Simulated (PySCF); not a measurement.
# GdS: f occupation and spin

Unrestricted PBE0; Gd x2c-SVPall, S x2c-SVPall; spin-free X2C with a Gaussian nucleus (PySCF 2.14). The search starts from ions with several 4f fillings and holds each by maximum overlap.

The lowest solution has 2Ms+1 = 9, about 7.1 4f electrons, near 2.30 Å.

The lowest solution of each spin and filling, followed along the bond (rough minima from three points):

```json
{"2Ms+1": "9", "4f population": "7.07", "⟨S²⟩ at the start": "20.03", "R at minimum (Å)": "2.30", "Te (eV)": "0.00"}
{"2Ms+1": "7", "4f population": "7.08", "⟨S²⟩ at the start": "13.01", "R at minimum (Å)": "2.29", "Te (eV)": "0.31"}
```

Solutions at the starting distance of 2.305 Å, counted from the lowest; the search is not exhaustive:

| 2Ms+1 | 4f population | E (eV) | ⟨S²⟩ | ⟨Lz²⟩ | μ (D) |
| --- | --- | --- | --- | --- | --- |
| 9 | 7.07 | 0.00 | 20.03 | 0.0 | -6.27 |
| 7 | 7.08 | 0.31 | 13.01 | 0.0 | -5.95 |
| 9 | 7.05 | 1.10 | 20.03 | 4.0 | -8.21 |
| 7 | 7.11 | 1.69 | 12.97 | 4.0 | -8.08 |
| 9 | 7.08 | 1.70 | 20.03 | 1.0 | -5.84 |
| 7 | 7.30 | 1.95 | 12.78 | 1.2 | -5.94 |
| 7 | 7.99 | 2.53 | 12.03 | 4.0 | -8.89 |
| 7 | 7.92 | 2.68 | 12.10 | 1.4 | -8.70 |
| 9 | 8.02 | 4.09 | 20.01 | 4.0 | -3.23 |
| 9 | 7.98 | 4.27 | 20.04 | 1.4 | -3.28 |
| 9 | 6.78 | 8.27 | 20.01 | 8.9 | -4.06 |

Partly filled real f orbitals mix terms, so no term symbols are given. A population far from a whole number shows f orbitals mixing with d and ligand orbitals, not a clean configuration. A positive dipole means Gd(−)S(+).

Spin–orbit coupling is left out. Counting both spins, an empty level lies below a filled one in some of these solutions, because spin and occupation are held. The state is the lowest single determinant that the PBE0 search found; with open d or f shells the true ground state can be another one.
